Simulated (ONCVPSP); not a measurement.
**u(r) = r·R(r): atom against pseudo-atom (sulfur (S))**

Columns: radius, all-electron u(r) and pseudo u(r) of the 2s shell (level -222.51 eV) of sulfur in the configuration [He] 2s2 2p6 3s2 3p3; LDA (Perdew-Wang 92), scalar-relativistic, ONCV scheme, ONCVPSP 4.0.1.

```csv
r (bohr),all-electron,pseudo
0.045,-0.6962,0.2619
0.090,-0.4726,0.5141
0.135,0.0311,0.7473
0.180,0.5387,0.9532
0.225,0.9483,1.1252
0.270,1.2357,1.2584
0.315,1.4095,1.3503
0.360,1.4901,1.4005
0.405,1.4997,1.4111
0.450,1.4592,1.3868
0.495,1.3846,1.3328
0.540,1.2892,1.2562
0.585,1.1828,1.1641
0.630,1.0723,1.0631
0.675,0.9628,0.9589
0.720,0.8576,0.8562
0.765,0.7588,0.7584
0.810,0.6676,0.6674
0.855,0.5844,0.5842
0.900,0.5095,0.5094
0.945,0.4427,0.4425
0.990,0.3833,0.3832
1.035,0.3310,0.3309
1.080,0.2852,0.2851
1.125,0.2451,0.2450
1.170,0.2102,0.2102
```

Question: How many radial nodes do the two functions have?

Answer: The all-electron 2s function has n − l − 1 = 1; the pseudo-wave has 0, since the states of the same l below it are removed with the core.

Question: At about which radius was the pseudo-wave matched?

Answer: 0.85 bohr. The columns agree to 0.0005 from 0.77 bohr on; several derivatives are matched, so the curves merge somewhat inside the radius.

Question: Where does each function peak?

Answer: Outermost all-electron maximum near 0.41 bohr, pseudo maximum near 0.41 bohr (to the table’s step).

Question: Is the pseudo-wave norm-conserving?

Answer: Yes: the ONCV scheme keeps the norm inside the radius equal to the all-electron one, which fixes the energy derivative of the logarithmic derivative at the level.
